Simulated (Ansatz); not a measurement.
A calculation with Ansatz (development build ahead of 0.2.0).

```yaml
crystal:
  periodic: [false, false, false]
  atoms:
    - { symbol: Mg, position_ang: [0.0, 0.0, 0.0] }
    - { symbol: P, position_ang: [4.7914, 0.0, 0.0] }
    - { symbol: P, position_ang: [-2.3957, 4.1494, 0.0] }
    - { symbol: P, position_ang: [-2.3957, -4.1494, 0.0] }
basis:
  gaussian: { orbitals: pcseg-2 }
magnetization:
  spin_polarized: true
  initial_magnetization: 1
hamiltonian:
  xc: pbe0
```

The input is written out in the form of the current development build from the run's settings.

Results

```
Converged                       : yes
Total energy                    : -1223.36826 hartree
Spin squared of the determinant : 4.765
Stability test                  : minimum
```

Caution: charge can spread falsely over distant fragments; the unrestricted determinant is a mixture of spin states.
